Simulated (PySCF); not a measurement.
Assignment exercise: C₆H₅N₃

Atoms are numbered as in `[cH:1]1[cH:2][cH:3][n:4]2[n:5][n:6][cH:7][c:8]2[cH:9]1`. Hydrogens are named by the atom that carries them.

All values are calculated (PySCF): GFN2-xTB geometry, σ from GIAO-PBE0/pcSseg-1. No solvent model, non-relativistic, single conformer.

Referencing at the same level of theory: 13C (186.93 ppm), 1H (31.72 ppm) vs TMS.

Q: Assign these signals to the numbered atoms. 13C{1H} NMR (computed): δ 141.1, 129.7, 129.2, 128.9, 124.2, 119.3.

A: 
| δ (ppm) | atoms | environment | reason |
| --- | --- | --- | --- |
| 141.1 | C8 | ring-fusion aromatic carbon | – |
| 129.7 | C3 | aromatic CH next to a ring nitrogen | – |
| 129.2 | C7 | aromatic CH next to a ring nitrogen | – |
| 128.9 | C1 | aromatic CH | the aromatic region |
| 124.2 | C9 | aromatic CH | – |
| 119.3 | C2 | aromatic CH | – |

C3 and C7; C7 and C1 lie closer than the usual error of such a calculation, so a measured spectrum could show them in the other order.

Q: Assign these signals to the numbered atoms. 1H NMR (300 MHz, computed): δ 8.98 (d, 1H), 8.24 (m, 1H), 8.06 (d, 1H), 7.43 (m, 1H), 7.18 (m, 1H).

A: 
| δ (ppm) | atoms | environment | reason |
| --- | --- | --- | --- |
| 8.98 | H(C3) | hydrogen on an aromatic CH next to a ring nitrogen | ring current plus the neighbouring ring nitrogen |
| 8.24 | H(C7) | hydrogen on an aromatic CH next to a ring nitrogen | – |
| 8.06 | H(C9) | hydrogen on an aromatic CH | ring-current deshielding |
| 7.43 | H(C1) | hydrogen on an aromatic CH | – |
| 7.18 | H(C2) | hydrogen on an aromatic CH | – |

Shifts are as computed. Against solution values, carbons near 30 ppm lie about +3 ppm off and those near 130 ppm about +5 ppm. Of 1211 compounds with measured shifts, 218 miss one by over three times the rms of a fit or turn the order of signals round; such compounds aren't used in these exercises. No couplings were computed; multiplicities are counted from neighbouring protons, with m where these are inequivalent, close in shift, in a saturated or five-membered ring or joined by F or P, and br s for small geminal =CH2 splittings.
